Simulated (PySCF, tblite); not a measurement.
Species: C4H8FNSi2.
Numbering: `[NH2:1][Si@@H:2]1[CH:3]=[CH:4][SiH2:5][CH:6]=[C:7]1[F:8]` (hydrogens: H9, H10 on N1; H11 on Si2; H12 on C3; H13 on C4; H14, H15 on Si5; H16 on C6)

Cartesian coordinates in Å at the GFN2-xTB level; atoms count from 1:
```
atom  x, y, z in Å
N1     2.3938   -0.0297   -1.0495
Si2    1.3067   -0.1888    0.2776
C3     0.1106   -1.5915   -0.0821
C4    -1.2151   -1.4762   -0.0605
Si5   -2.1629    0.1126    0.2832
C6    -0.9881    1.5715    0.3056
C7     0.3286    1.4284    0.2963
F8     1.1100    2.5535    0.3115
H9     2.8960    0.8378   -1.1550
H10    2.9781   -0.8044   -1.3182
H11    1.9184   -0.3793    1.6095
H12    0.5481   -2.5610   -0.2990
H13   -1.8180   -2.3565   -0.2652
H14   -3.1683    0.3107   -0.7732
H15   -2.8415    0.0098    1.5863
H16   -1.4040    2.5722    0.3214
```

Computed, not measured: CAM-B3LYP/def2-SVPD in PySCF (dipole) on a GFN2-xTB geometry, gas phase.

Take the most abundant isotopes and a rigid rotor. The values belong to one conformer with, in the numbering `[NH2:1][Si@@H:2]1[CH:3]=[CH:4][SiH2:5][CH:6]=[C:7]1[F:8]`, H–N1–Si2–C3 161° and -59°, N1–Si2–C3–C4 -125°, C3–C4–Si5–C6 10°, C4–Si5–C6–C7 -10°, N1–Si2–C7–C6 128°.

Task: What are A, B and C (GHz)?

Result: Ia = 259.32, Ib = 395.72, Ic = 611.92 u·Å²; 505379 MHz·u·Å²/I gives 1949, 1277 and 825.9 MHz, that is A = 1.9488, B = 1.2771, C = 0.8259 GHz.

Task: Classify the top.

Result: An asymmetric top. Ray's parameter κ = (2B − A − C)/(A − C) = -0.196; −1 is the prolate and +1 the oblate limit.

Task: What does the inertial defect say?

Result: Not planar: Δ = Ic − Ia − Ib = -43.12 u·Å². For a rigid frame Δ = −2 Σ m c², so Σ m c² = 21.56 u·Å² lies off the ab plane: 7.98 from hydrogen and 13.58 from heavier atoms. The atom farthest from that plane is 1.86 Å away.

Task: Where do the levels up to J = 2 lie, in cm⁻¹?

Result: Above 0(0,0):
J = 1: 1(0,1) 0.0701, 1(1,1) 0.0926, 1(1,0) 0.1076
J = 2: 2(0,2) 0.2050, 2(1,2) 0.2178, 2(1,1) 0.2630, 2(2,1) 0.3302, 2(2,0) 0.3356
Those of J = 1 are B + C, A + C and A + B.

Task: Which lines would a microwave search look for?

Result: The dipole components are |μa| = 0.07 D, |μb| = 1.81 D, |μc| = 0.01 D. Intensities carry the squares of the components, which stand as 0.00 : 1.00 : 0.00 (a : b : c). Some lines, for components of 0.1 D or more:

| type | branch | J(Ka,Kc) | MHz | lower level (cm⁻¹) |
| --- | --- | --- | --- | --- |
| b | Q | 1(1,0) ← 1(0,1) | 1123 | 0.070 |
| b | Q | 2(1,1) ← 2(0,2) | 1737 | 0.205 |
| b | Q | 2(2,0) ← 2(1,1) | 2178 | 0.263 |
| b | R | 1(1,1) ← 0(0,0) | 2775 | 0.000 |
| b | Q | 2(2,1) ← 2(1,2) | 3369 | 0.218 |
| b | R | 2(0,2) ← 1(1,1) | 3371 | 0.093 |
| b | R | 2(1,2) ← 1(0,1) | 4426 | 0.070 |
| b | R | 2(2,1) ← 1(1,0) | 6672 | 0.108 |
| b | R | 2(2,0) ← 1(1,1) | 7286 | 0.093 |

Task: Estimate the classical rotational partition function at 10 K, 298.15 K and 500 K.

Result: Point group C1, symmetry number σ = 1; q = (√π/σ)·√((kT/h)³/(ABC)), k/h = 20836.6 MHz/K: 3720 at 10 K, 605000 at 298.15 K, 1310000 at 500 K.

Its GFN2-xTB frequencies are all real (lowest 26 cm⁻¹). Zero-point vibration and centrifugal distortion are left out. A rigid rotor knows nothing of inversion at nitrogen, which can split or shift real lines. Quadrupole hyperfine structure (14N) is left out.

Time: 2.3 min of wall time; peak memory 1.0 GiB. Hardware: one thread of an Arm Neoverse V1 (shared host). This is the CAM-B3LYP/def2-SVPD job that gave the dipole, with the excitations it also computed.
